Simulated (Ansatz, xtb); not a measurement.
## C6H10N2: which of two isomers lies lower

Structure a is `NC1=C(N)CCC=C1`, a singlet and structure b is `[H]/N=C1\CCC=C[C@@H]1N`, a singlet. Both are isolated molecules in the gas phase, relaxed with r2SCAN-D4/def2-SVP; the shapes shown needn't be the lowest conformers.

a (Å):

```json
{"atom": "C", "x (Å)": "0.0099", "y (Å)": "1.1991", "z (Å)": "-0.0051"}
{"atom": "C", "x (Å)": "0.6853", "y (Å)": "0.0916", "z (Å)": "-0.4452"}
{"atom": "C", "x (Å)": "0.2463", "y (Å)": "-1.2776", "z (Å)": "0.0081"}
{"atom": "C", "x (Å)": "-1.2635", "y (Å)": "-1.3505", "z (Å)": "0.2466"}
{"atom": "C", "x (Å)": "-1.7626", "y (Å)": "-0.1629", "z (Å)": "1.0271"}
{"atom": "C", "x (Å)": "-1.1556", "y (Å)": "1.0334", "z (Å)": "0.8520"}
{"atom": "N", "x (Å)": "0.5281", "y (Å)": "2.4888", "z (Å)": "-0.3647"}
{"atom": "N", "x (Å)": "1.7868", "y (Å)": "0.1899", "z (Å)": "-1.2593"}
{"atom": "H", "x (Å)": "-0.0649", "y (Å)": "2.9397", "z (Å)": "-1.0651"}
{"atom": "H", "x (Å)": "0.5226", "y (Å)": "3.1135", "z (Å)": "0.4429"}
{"atom": "H", "x (Å)": "2.4732", "y (Å)": "-0.5536", "z (Å)": "-1.1892"}
{"atom": "H", "x (Å)": "2.1652", "y (Å)": "1.1366", "z (Å)": "-1.2867"}
{"atom": "H", "x (Å)": "0.5559", "y (Å)": "-2.0389", "z (Å)": "-0.7277"}
{"atom": "H", "x (Å)": "0.7857", "y (Å)": "-1.5100", "z (Å)": "0.9507"}
{"atom": "H", "x (Å)": "-1.5166", "y (Å)": "-2.2987", "z (Å)": "0.7480"}
{"atom": "H", "x (Å)": "-1.7819", "y (Å)": "-1.3766", "z (Å)": "-0.7364"}
{"atom": "H", "x (Å)": "-2.6496", "y (Å)": "-0.2627", "z (Å)": "1.6598"}
{"atom": "H", "x (Å)": "-1.5417", "y (Å)": "1.9293", "z (Å)": "1.3545"}
```

b (Å):

| atom | x (Å) | y (Å) | z (Å) |
| --- | --- | --- | --- |
| C | -0.3599 | 1.0840 | 0.4899 |
| C | 1.1413 | 0.9688 | 0.4098 |
| C | 1.5496 | 0.1047 | -0.7943 |
| C | 0.7038 | -1.1319 | -0.9017 |
| C | -0.4553 | -1.2942 | -0.2465 |
| C | -1.0805 | -0.2515 | 0.6519 |
| N | -1.0545 | 2.1513 | 0.4177 |
| N | -2.5185 | -0.2082 | 0.4482 |
| H | -0.4366 | 2.9667 | 0.3149 |
| H | 1.5000 | 0.4735 | 1.3313 |
| H | 1.6071 | 1.9674 | 0.3657 |
| H | 2.6168 | -0.1686 | -0.7193 |
| H | 1.4635 | 0.6935 | -1.7286 |
| H | 1.0648 | -1.9322 | -1.5588 |
| H | -1.0399 | -2.2146 | -0.3588 |
| H | -0.9085 | -0.5707 | 1.7042 |
| H | -2.8806 | 0.5639 | 1.0120 |
| H | -2.6817 | 0.1044 | -0.5124 |

Energies in hartree; the thermal terms are from GFN2-xTB frequencies at re-optimised GFN2-xTB minima (ideal gas, soft modes damped towards free rotors, one conformer each, 298.15 K, 1 atm) and include the zero-point energy:

```
                              a           b
E, CCSD(T)/def2-SVP  −342.901375  −342.901732
    E, MP2/def2-SVP  −342.790168  −342.787194
  E, MP2/def2-TZVPP  −343.424953  −343.420488
  zero-point energy     0.151968     0.152556
       H(298 K) − E     0.161126     0.161301
       G(298 K) − E     0.119990     0.120579
```

Q: Correct the CCSD(T) difference for the basis set by the MP2 change, then work out ΔE, ΔE₀, ΔH and ΔG for a → b in kcal/mol (1 Eh = 627.51 kcal/mol) and the equilibrium ratio [b]/[a].

A: 1. Differences b − a: CCSD(T) −0.000357, MP2 in the small set +0.002974, MP2 in the large set +0.004465 Eh.
2. ΔE = −0.000357 + (+0.004465 − (+0.002974)) = +0.001134 Eh = +0.71 kcal/mol.
3. ΔE₀ = ΔE + ΔZPE = +0.001134 + (+0.000588) Eh = +1.08 kcal/mol.
4. ΔH = ΔE + (+0.000175) Eh = +0.82 kcal/mol.
5. ΔG = ΔE + (+0.000589) Eh = +1.08 kcal/mol, so ΔS = (ΔH − ΔG)/T = −3.6 J/(mol K).
6. kT = 0.9442 mEh, so K = [b]/[a] = exp(−ΔG/kT) = exp(−1.82) ≈ 0.16.

The sums favour a, but ΔE leans on the basis-set step (CCSD(T) alone has the other sign or is under 1 kcal/mol), so the order isn't settled. An error of 1 kcal/mol in ΔG would change K by a factor of 5.4. Mirror images and further conformers aren't counted.

As drawn, b has 1 C=N, 1 C–C, 1 C–H in place of 1 C–N, 1 C=C, 1 N–H.

Other levels gave ΔE = +5.8 (r2SCAN-D4/def2-SVP); −0.4 (HF/def2-SVP); +1.9 (MP2/def2-SVP); −0.2 (CCSD(T)/def2-SVP) kcal/mol. The correlated steps freeze 8 core orbitals. Programs: Ansatz 0.2.0, xtb 6.7.1.
